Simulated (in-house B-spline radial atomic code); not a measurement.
Successive ionisation energies of osmium; each step leads to the configuration of the next row (after the last: [Kr] 4d3/2(4)). Dirac energy differences include first-order Breit, QED and recoil terms. NIST's values go from ground level to ground level; the uncertainty of those that are theory runs from under 0.1 % in few-electron ions to several per cent in heavy many-electron ones. Computed with an all-electron radial atomic-structure program (B-spline basis): Dirac-Hartree-Fock, jj configuration that fills j = l - 1/2 first, finite nuclei.

A number in brackets counts the electrons of a j subshell.

```tsv
ion	configuration	ionisation energy (eV)	tabulated value (eV)	tabulated kind	computed minus tabulated (eV)	highest orbital	largest mean radius (bohr)
Os25+	[Kr] 4d10 4f5/2(5)	793.4	820	tabulated theory	-26.6	4f5/2	0.4531
Os26+	[Kr] 4d10 4f5/2(4)	843.4	870	tabulated theory	-26.6	4f5/2	0.44909
Os27+	[Kr] 4d10 4f5/2(3)	894.4	920	tabulated theory	-25.6	4f5/2	0.4451
Os28+	[Kr] 4d10 4f5/2(2)	946.5	970	tabulated theory	-23.5	4f5/2	0.44115
Os29+	[Kr] 4d10 4f5/2(1)	?	?	tabulated theory	?	?	?
Os30+	[Kr] 4d10	1261.7	1262	tabulated theory	-0.3	4d5/2	0.43335
Os31+	[Kr] 4d3/2(4) 4d5/2(5)	1313.5	1311	tabulated theory	2.5	4d5/2	0.42968
Os32+	[Kr] 4d3/2(4) 4d5/2(4)	?	?	tabulated theory	?	?	?
Os33+	[Kr] 4d3/2(4) 4d5/2(3)	?	?	tabulated theory	?	?	?
Os34+	[Kr] 4d3/2(4) 4d5/2(2)	1472.7	1474	tabulated theory	-1.3	4d5/2	0.42086
Os35+	[Kr] 4d3/2(4) 4d5/2(1)	1527.0	1528	tabulated theory	-1.0	4d5/2	0.41857
```

(1) Fill in the row of Os29+.

(2) Fill in the row of Os32+.

(3) Fill in the row of Os33+.

Results:

(1) ionisation energy (eV): 999.7; tabulated value (eV): 1015; computed minus tabulated (eV): -15.3; highest orbital: 4f5/2; largest mean radius (bohr): 0.43723.

(2) ionisation energy (eV): 1365.9; tabulated value (eV): 1364; computed minus tabulated (eV): 1.9; highest orbital: 4d5/2; largest mean radius (bohr): 0.42631.

(3) ionisation energy (eV): 1419.0; tabulated value (eV): 1420; computed minus tabulated (eV): -1.0; highest orbital: 4d5/2; largest mean radius (bohr): 0.42317.
